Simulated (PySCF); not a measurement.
SMILES C=C(C)[P@@H+]1C=C(C)CC1, [C8H14P]+, charge +1

Geometry (Å), atoms numbered from 1 in this order:
```xyz
23

C    -3.1817   -0.7416    1.0419
C    -2.1730   -0.1403    0.4212
C    -2.2686    1.0572   -0.4656
P    -0.4960   -0.7655    0.6645
C     0.7326    0.4514    1.0524
C     1.7918    0.3640    0.2290
C     2.9683    1.2596    0.2780
C     1.7585   -0.7324   -0.7959
C     0.3582   -1.3758   -0.8298
H    -3.0383   -1.6007    1.6784
H    -4.1944   -0.3906    0.9311
H    -3.3025    1.3738   -0.5709
H    -1.6920    1.8836   -0.0484
H    -1.8708    0.8436   -1.4578
H    -0.5832   -1.7632    1.6209
H     0.6187    1.1658    1.8499
H     2.9782    1.9009   -0.6037
H     2.9559    1.8883    1.1633
H     3.8897    0.6806    0.2597
H     2.5154   -1.4733   -0.5276
H     2.0356   -0.3433   -1.7769
H    -0.2038   -1.0492   -1.7086
H     0.3966   -2.4658   -0.8491
```

Total charge +1.

Method used: GIAO CAM-B3LYP/pcSseg-1 magnetisability, rotational g tensor and spin-rotation constants, non-relativistic, gas phase (PySCF 2.14.0). Geometry: GFN2-xTB.

For an ion the centre-of-mass motion in the field is neglected.

(1) How diamagnetic is it, and how anisotropic?

(2) Split it along the inertial axes a, b, c into diamagnetic and paramagnetic parts about the centre of mass, with the quadrupole moment.

(3) And the rotational g tensor?

Answers

(1) Isotropic -1533 × 10⁻³⁰ J/T², or -92.3 × 10⁻⁶ cm³/mol; principal values -1618, -1550, -1432 × 10⁻³⁰ J/T², anisotropy 164 × 10⁻³⁰ J/T² (root of half the summed squared differences of the principal values). The susceptibility is in cgs units.

(2) 
```csv
axis,χ (10⁻⁶ cm³/mol),diamagnetic (10⁻⁶ cm³/mol),paramagnetic (10⁻⁶ cm³/mol),summed x² of all electrons (Å²),quadrupole Θ (D Å)
a,-88.7,-589.9,501.2,320.3,+19.26
b,-92.1,-1597.6,1505.5,82.8,-7.89
c,-96.2,-1710.1,1613.8,56.3,-11.37
```
Anisotropies 2χaa − χbb − χcc = +10.9 and 2χbb − χaa − χcc = +0.7 × 10⁻⁶ cm³/mol. Θ is traceless in Buckingham's convention.

(3) 
```csv
axis,rotational constant (GHz),g,nuclear part,electronic part
a,2.7753,-0.0112,0.6422,-0.6535
b,0.8358,+0.0042,0.5954,-0.5911
c,0.7773,+0.0062,0.5955,-0.5893
```
Asymmetric top; isotopes 12C, 1H, 31P; no vibrational averaging.
